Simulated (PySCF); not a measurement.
**Dipole polarisabilities along the 5d series**

Calculated with PySCF 2.14 for the ground configurations, without spin-orbit coupling: coupled response for Hartree-Fock and DFT. Mean α in bohr³, C₆ of like pairs in atomic units.

| species | α UHF | α PBE | α PBE0 | α recommended (Schwerdtfeger and Nagle) | C₆ UHF | C₆ PBE | C₆ PBE0 |
| --- | --- | --- | --- | --- | --- | --- | --- |
| Hf [Xe] 4f14 5d2 6s2 (aug-cc-pwCVDZ-PP with ECP60MDF, ECP) | 121.8 | 100.4 | 102.8 | 103 ± 6 | 1736 | 1329 | 1384 |
| Ta [Xe] 4f14 5d3 6s2 (aug-cc-pwCVDZ-PP with ECP60MDF, ECP) | 109.5 | 82.74 | 85.74 | 74 ± 20 | 1449 | 1049 | 1101 |
| W [Xe] 4f14 5d4 6s2 (aug-cc-pwCVDZ-PP with ECP60MDF, ECP) | 101.2 | 70.55 | 73.70 | 68 ± 15 | 1238 | 842.8 | 890.3 |
| Re [Xe] 4f14 5d5 6s2 (aug-cc-pwCVDZ-PP with ECP60MDF, ECP) | 95.86 | 64.49 | 67.65 | 62 ± 3 | 1112 | 735.6 | 777.9 |
| Os [Xe] 4f14 5d6 6s2 (aug-cc-pwCVDZ-PP with ECP60MDF, ECP) | 76.64 | 53.48 | 56.95 | 57 ± 3 | 860.4 | 579.5 | 627.7 |
| Ir [Xe] 4f14 5d7 6s2 (aug-cc-pwCVDZ-PP with ECP60MDF, ECP) | 63.96 | 47.23 | 49.40 | 54 ± 7 | 695.0 | 496.0 | 523.0 |
| Pt [Xe] 4f14 5d9 6s1 (aug-cc-pwCVDZ-PP with ECP60MDF, ECP) | 52.64 | 37.01 | 38.41 | 48 ± 4 | 461.3 | 326.8 | 337.1 |
| Au [Xe] 4f14 5d10 6s1 (aug-cc-pwCVDZ-PP with ECP60MDF, ECP) | 49.25 | 33.71 | 35.29 | 36 ± 3 | 411.5 | 282.8 | 295.2 |
| Hg [Xe] 4f14 5d10 6s2 (aug-cc-pwCVDZ-PP with ECP60MDF, ECP) | 44.67 | 34.37 | 35.88 | 33.91 ± 0.34 | 430.0 | 317.1 | 333.4 |

Hartree-Fock lacks correlation. All values carry a basis error, and heavy open shells lack spin-orbit coupling.
